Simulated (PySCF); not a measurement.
These are PySCF 2.14.0 with PBE-D3(BJ)/def2-TZVP // r2SCAN-D4/def2-TZVP values and carry that method's errors. All species are isolated molecules in the gas phase. 

Reference species (SMILES): `[Cl][Sn]([Cl])([Cl])[Cl]` (neutral, multiplicity 1).

S1 oscillator strength: 0.000
HOMO: -8.31 eV

Changed species: `[Cl][Sn]([OH])([Cl])[Cl]` (1 of 4 Cl replaced by OH; the reference has 0 of 4 Cl replaced by OH).

Task: Give the shifts of the S1 oscillator strength and HOMO.

Result: the S1 oscillator strength stays essentially unchanged; the HOMO increases by 0.31 eV, to -8.00 eV.
